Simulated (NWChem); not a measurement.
Everything below was run with NWChem. System: C2H5N, charge 0, spin multiplicity 1, displaced from the optimised geometry.

Job file:

```
start mol
memory heap 200 mb stack 900 mb global 1100 mb
geometry units angstroms nocenter noautoz
  C     -1.123866     0.352132     0.000000
  N      0.036113    -0.555707     0.000000
  C      1.221544    -0.048281     0.000000
  H     -1.763955     0.136592    -0.900038
  H     -1.763955     0.136592     0.900038
  H     -0.854904     1.452156     0.000000
  H      1.426689     1.066387     0.000000
  H      2.117263    -0.724886     0.000000
  symmetry group Cs
end
basis spherical
  * library def2-tzvp
end
dft
  xc b3lyp
  semidirect memsize 60000000 filesize 0
  iterations 100
  convergence nodiis damp 40
end
task dft gradient
```

The output up to the point where the run's verdict is printed (cleaned and shortened):

```
             Northwest Computational Chemistry Package (NWChem) 7.3.0
             --------------------------------------------------------

                                NWChem Input Module
                                -------------------

 Scaling coordinates for geometry "geometry" by  1.889725989
 (inverse scale =  0.529177249)

 Turning off AUTOSYM since
 SYMMETRY directive was detected!

                             Geometry "geometry" -> ""
                             -------------------------

 Output coordinates in angstroms (scale by  1.889725989 to convert to a.u.)

  No.       Tag          Charge          X              Y              Z
 ---- ---------------- ---------- -------------- -------------- --------------
    1 C                    6.0000    -1.12386600     0.35213200     0.00000000
    2 N                    7.0000     0.03611300    -0.55570700     0.00000000
    3 C                    6.0000     1.22154400    -0.04828100     0.00000000
    4 H                    1.0000    -1.76395500     0.13659200    -0.90003800
    5 H                    1.0000    -1.76395500     0.13659200     0.90003800
    6 H                    1.0000    -0.85490400     1.45215600     0.00000000
    7 H                    1.0000     1.42668900     1.06638700     0.00000000
    8 H                    1.0000     2.11726300    -0.72488600     0.00000000

 Effective nuclear repulsion energy (a.u.)      70.5694852576

            Nuclear Dipole moment (a.u.)
            ----------------------------
        X                 Y               Z
 ---------------- ---------------- ----------------
    -0.0000056692    -0.0000037795     0.0000000000

      Symmetry information
      --------------------

 Group name             Cs
 Group number              2
 Group order               2
 No. of unique centers     7

      Symmetry unique atoms

     1    2    3    4    6    7    8


 Summary of "ao basis" -> "" (spherical)
 ------------------------------------------------------------------------------
       Tag                 Description            Shells   Functions and Types
[...]
 d= 0,ls=0.5         52   -102.1930309946 -1.22D+01  1.18D-01              18.8
 d= 0,ls=0.5         53    -90.0268362275  1.22D+01  1.18D-01              19.2
 d= 0,ls=0.5         54   -102.1930309946 -1.22D+01  1.18D-01              19.5
 d= 0,ls=0.5         55    -90.0268362275  1.22D+01  1.18D-01              19.8
 d= 0,ls=0.5         56   -102.1930309947 -1.22D+01  1.18D-01              20.2
 d= 0,ls=0.5         57    -90.0268362275  1.22D+01  1.18D-01              20.5
 d= 0,ls=0.5         58   -102.1930309946 -1.22D+01  1.18D-01              20.8
 d= 0,ls=0.5         59    -90.0268362275  1.22D+01  1.18D-01              21.2
 d= 0,ls=0.5         60   -102.1930309947 -1.22D+01  1.18D-01              21.5
 d= 0,ls=0.5         61    -90.0268362275  1.22D+01  1.18D-01              21.8
 d= 0,ls=0.5         62   -102.1930309946 -1.22D+01  1.18D-01              22.2
 d= 0,ls=0.5         63    -90.0268362275  1.22D+01  1.18D-01              22.5
 d= 0,ls=0.5         64   -102.1930309947 -1.22D+01  1.18D-01              22.8
 d= 0,ls=0.5         65    -90.0268362275  1.22D+01  1.18D-01              23.2
 d= 0,ls=0.5         66   -102.1930309946 -1.22D+01  1.18D-01              23.5
 d= 0,ls=0.5         67    -90.0268362275  1.22D+01  1.18D-01              23.8
 d= 0,ls=0.5         68   -102.1930309946 -1.22D+01  1.18D-01              24.1
 d= 0,ls=0.5         69    -90.0268362275  1.22D+01  1.18D-01              24.5
 d= 0,ls=0.5         70   -102.1930309946 -1.22D+01  1.18D-01              24.8
 d= 0,ls=0.5         71    -90.0268362275  1.22D+01  1.18D-01              25.1
 d= 0,ls=0.5         72   -102.1930309946 -1.22D+01  1.18D-01              25.5
 d= 0,ls=0.5         73    -90.0268362275  1.22D+01  1.18D-01              25.8
 d= 0,ls=0.5         74   -102.1930309947 -1.22D+01  1.18D-01              26.2
 d= 0,ls=0.5         75    -90.0268362275  1.22D+01  1.18D-01              26.5
 d= 0,ls=0.5         76   -102.1930309946 -1.22D+01  1.18D-01              26.8
 d= 0,ls=0.5         77    -90.0268362275  1.22D+01  1.18D-01              27.2
 d= 0,ls=0.5         78   -102.1930309946 -1.22D+01  1.18D-01              27.5
 d= 0,ls=0.5         79    -90.0268362275  1.22D+01  1.18D-01              27.8
 d= 0,ls=0.5         80   -102.1930309947 -1.22D+01  1.18D-01              28.2
 d= 0,ls=0.5         81    -90.0268362275  1.22D+01  1.18D-01              28.5
 d= 0,ls=0.5         82   -102.1930309946 -1.22D+01  1.18D-01              28.8
 d= 0,ls=0.5         83    -90.0268362275  1.22D+01  1.18D-01              29.1
 d= 0,ls=0.5         84   -102.1930309946 -1.22D+01  1.18D-01              29.5
 d= 0,ls=0.5         85    -90.0268362275  1.22D+01  1.18D-01              29.8
 d= 0,ls=0.5         86   -102.1930309947 -1.22D+01  1.18D-01              30.1
 d= 0,ls=0.5         87    -90.0268362275  1.22D+01  1.18D-01              30.5
 d= 0,ls=0.5         88   -102.1930309946 -1.22D+01  1.18D-01              30.8
 d= 0,ls=0.5         89    -90.0268362275  1.22D+01  1.18D-01              31.1
 d= 0,ls=0.5         90   -102.1930309947 -1.22D+01  1.18D-01              31.5
 d= 0,ls=0.5         91    -90.0268362275  1.22D+01  1.18D-01              31.8
 d= 0,ls=0.5         92   -102.1930309946 -1.22D+01  1.18D-01              32.1
 d= 0,ls=0.5         93    -90.0268362275  1.22D+01  1.18D-01              32.5
 d= 0,ls=0.5         94   -102.1930309946 -1.22D+01  1.18D-01              32.8
 d= 0,ls=0.5         95    -90.0268362275  1.22D+01  1.18D-01              33.1
 d= 0,ls=0.5         96   -102.1930309947 -1.22D+01  1.18D-01              33.5
 d= 0,ls=0.5         97    -90.0268362275  1.22D+01  1.18D-01              33.8
 d= 0,ls=0.5         98   -102.1930309946 -1.22D+01  1.18D-01              34.1
 d= 0,ls=0.5         99    -90.0268362275  1.22D+01  1.18D-01              34.4
 d= 0,ls=0.5        100   -102.1930309947 -1.22D+01  1.18D-01              34.8
```

The run did not converge; its last values are not results. The next line reads: Calculation failed to converge. NWChem stopped with the message: dft gradient failed.
